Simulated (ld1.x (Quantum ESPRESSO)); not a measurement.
Results of a calculation; reference values are marked as such.
**Hardness and transferability of assorted potentials**

Generated with ld1.x 7.5 (TM, RRKJ, ultrasoft, PAW), atompaw 4.2 or ONCVPSP 4.0.1. The cutoff is in Ry: for ld1.x and atompaw files where the sum of valence levels is converged to 10 mRy in a Bessel basis, for ONCV files where the hardest occupied wave has 1 mHa per electron of residual kinetic energy. The error is the largest all-electron minus pseudo excitation energy over each file’s own four to seven test configurations (ionisations up to +4, promotions, holes and added fractions of an electron), all of which were solved. The labels leave out finer settings (local radius, basis sizes, second energies), which also bear on the numbers. Spin-polarised tests are not counted. The rows are a selection from randomly drawn settings: files with unsolved tests, undetermined cutoffs or missed reference levels are left out.

A true bound ghost makes a file unfit for plane-wave use even where its test errors are small: the radial tests pick states by their node count and pass the ghost by.

```tsv
element	potential	cutoff (Ry)	largest error (meV)	bound ghosts
F	TM, PBE, scalar-relativistic, rc 0.75/1.60 (sp), local smoothed, core correction yes, reference 2s2 2p5	110	+1338	none
V	TM semilocal, revPBE, scalar-relativistic, rc 2.70/2.60/1.70/2.90 (spdf), local s, core correction no, reference 3d3 4s0.5 4p0	70	+129	none
Ni	ultrasoft, PBE, scalar-relativistic, rc 1.25/1.15/1.65 (spd), local smoothed, core correction yes, reference 3s2 3p6 3d8 4s1 4p1	80	+21	none
Cu	TM, BLYP, scalar-relativistic, rc 1.80/3.15/1.65 (spd), local smoothed, core correction yes, reference 3d10 4s0.75 4p0.25	110	-190	none
Ga	ultrasoft, LDA (PZ), scalar-relativistic, rc 2.00/2.30/1.85 (spd), local smoothed, core correction yes, reference 4s1 4p2	6	-72	none
Ge	PAW, PBE, scalar-relativistic, rc 1.80/1.95/2.00 (spd), local smoothed, core correction yes, reference 4s1 4p0	6	-281	none
Tc	TM, LDA (PZ), fully relativistic, rc 2.80/3.30/1.35 (spd), local smoothed, core correction yes, reference 4d5 5s2 5p0	50	-137	none
```

Q: Fill in the row for Tl: ultrasoft, PBE, scalar-relativistic, rc 2.45/2.30 (sp), local smoothed, core correction yes, reference 6s2 6p0.5.

A: cutoff 6 Ry, largest error -326 meV, bound ghosts: d.
